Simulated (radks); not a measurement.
Question: All-electron calculation, scalar-relativistic Kohn-Sham, PBE, spin-unpolarised, spherical densities, finite nucleus; Fermi nuclear charge, rms radius of each element as measured or else 0.836 A^(1/3) + 0.57 fm. Program: a radial shooting solver on a logarithmic mesh with Libxc functionals. Each species is in its NIST ground configuration. Rank Hf4+, Pt4+, Hg4+, Ir4+, Re4+, Os4+, W4+, Au4+, Ta4+, Lu4+ by radius at which the density is 0.001 e/bohr^3 (bohr), largest first.

Answer: Re4+ 3.18, Os4+ 3.18, Ir4+ 3.17, W4+ 3.15, Pt4+ 3.14, Au4+ 3.11, Hg4+ 3.08, Ta4+ 3.07, Lu4+ 2.90, Hf4+ 2.88.
